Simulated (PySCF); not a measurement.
CH₆InNO (SMILES C[O][InH][NH2]), singlet, at a GFN2-xTB geometry (such geometries of metal compounds can be far from the true shape) (all electrons, no relativity), with bond 5-4 at 1.4 times its length. Base run: CASSCF(6,4)/STO-3G run with PySCF.

Input for PySCF:
```python
from pyscf import gto, scf, mcscf
import numpy

mol = gto.M(
    atom='''
In    0.007362   -0.056451    0.557535
H    -0.019005   -1.102931    1.893273
O    -0.150786   -1.134077   -1.082779
C    -0.092903   -0.660302   -2.401408
H     0.354213    0.810574   -2.485571
H     0.624319   -1.266672   -2.964594
H    -1.077252   -0.752428   -2.875003
N     0.274137    1.961680    0.217338
H     0.188130    2.527443    1.055854
H    -0.458649    2.273019   -0.417895
''',
    basis='sto-3g',
    charge=0,
    spin=0,
    verbose=4,
)

mf = scf.RHF(mol)
mf.kernel()
mc = mcscf.CASSCF(mf, 4, 6)
mc.fix_spin_(ss=0.0)
mc.kernel()
occ = numpy.linalg.eigvalsh(mc.fcisolver.make_rdm1(mc.ci, mc.ncas, mc.nelecas))[::-1]
ss = mc.fcisolver.spin_square(mc.ci, mc.ncas, mc.nelecas)[0]
print('natural occupations', occ.round(4), ' <S^2>', round(ss, 4))
```

Each row names what was changed in the base input (with any setting that the change needs).

| change | ΔE vs base (mEh) | natural occupations | <S^2> of the state | outcome |
|---|---|---|---|---|
| base | 0.000 | 2.00 2.00 1.97 0.03 | 0.00 | converged |
| correction = SC-NEVPT2 | -175.6 | 2.00 2.00 1.97 0.03 | 0.00 | converged |
| active space = 8 electrons, 8 orbitals | -66.002 | 1.98 1.98 1.97 1.91 0.09 0.04 0.02 0.02 | 0.00 | converged |
| active space = 4 electrons, 5 orbitals | - | - | - | not converged |
| active space = 2 electrons, 2 orbitals | 2.705 | 1.98 0.02 | 0.00 | converged |
| conv_tol = 1e-5 | 0.020 | 2.00 2.00 1.97 0.03 | 0.00 | converged |
| solver = newton | - | - | - | not converged |
| start = MP2 natural orbitals | -26.622 | 2.00 2.00 1.91 0.09 | 0.00 | converged |
| active space = 8 electrons, 6 orbitals | -24.006 | 2.00 2.00 1.98 1.97 0.03 0.02 | 0.00 | converged |
| state_average = 2 states | 24.866 | - | - | converged |
| fix_spin_ = off | 0.000 | 2.00 2.00 1.97 0.03 | 0.00 | converged |

Active orbitals are taken around the Fermi level unless the row says otherwise; CASSCF can end in different local minima, and two programs can end on different orbitals. State-averaged rows give the lowest state.
